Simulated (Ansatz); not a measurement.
Spectroscopic constants of AlCo, multiplicity 5 (not the ground state: that is measured with 2S+1 = 3). No spin–orbit coupling. Co is treated without relativity.

Seven points along R, fitted to fifth degree in 1/R; most abundant isotopes. Runs in def2 and cc sets follow the lowest solution found near the PBE0 minimum.

Programs: Ansatz (Gaussian basis) for Hartree–Fock, density functionals and correlated methods. Values without a source in brackets are computed.

| level | r_e (Å) | ω_e (cm⁻¹) | ω_e x_e (cm⁻¹) | dipole (D) |
|---|---|---|---|---|
| PBE/def2-TZVPP | 2.329 | 299 | 1.9 | 1.00 |
| PBE0/def2-TZVPP | 2.373 | (withheld) | 2.0 | 1.48 |
| wB97X-V/def2-TZVPP | (withheld) | (withheld) | 2.1 | 1.99 |

Q: What belongs in the gaps?

A: 
- wB97X-V/def2-TZVPP, r_e (Å): 2.387
- wB97X-V/def2-TZVPP, ω_e (cm⁻¹): 265
- PBE0/def2-TZVPP, ω_e (cm⁻¹): 273

Ansatz is a first-principles code.
